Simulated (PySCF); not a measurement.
CH5AlO2. Atoms are numbered in the order given.

```xyz
9

Al    -0.5587     0.7414     0.0000
H     -1.9833     1.4158     0.0000
O      0.8125     1.7730     0.0000
H      1.7384     1.4873     0.0000
O     -0.4823    -0.9662     0.0000
C      0.4520    -2.0056     0.0000
H      0.3217    -2.6551     0.8959
H      0.3217    -2.6551    -0.8959
H      1.5114    -1.6520     0.0000
```

Geometry: PBE-D3(BJ)/def2-SVP. One conformer was computed; it need not be the lowest.

These are KT2/pcSseg-1 (PySCF) values and carry that method's errors.

GIAO shieldings, no solvent; atoms alike by connectivity are averaged. δ = σ(ref) − σ: ¹H against TMS (σ = 31.47 ppm); ¹⁷O against H2O (σ = 330.4 ppm); ¹³C against TMS (σ = 185.1 ppm), references at their B3LYP-D3(BJ)/def2-TZVP geometries, non-relativistic.

Problem. Estimate the chemical shifts. (The exact figures need the calculation; the answer reports its results.)

Solution. 
```json
[
 {"nucleus": "¹H", "atoms": "H7, H8, H9", "count": "3", "δ (ppm)": "4.54"},
 {"nucleus": "¹H", "atoms": "H2", "count": "1", "δ (ppm)": "4.19"},
 {"nucleus": "¹H", "atoms": "H4", "count": "1", "δ (ppm)": "2.49"},
 {"nucleus": "¹⁷O", "atoms": "O5", "count": "1", "δ (ppm)": "49.4"},
 {"nucleus": "¹⁷O", "atoms": "O3", "count": "1", "δ (ppm)": "47.1"},
 {"nucleus": "¹³C", "atoms": "C6", "count": "1", "δ (ppm)": "59.5"}
]
```
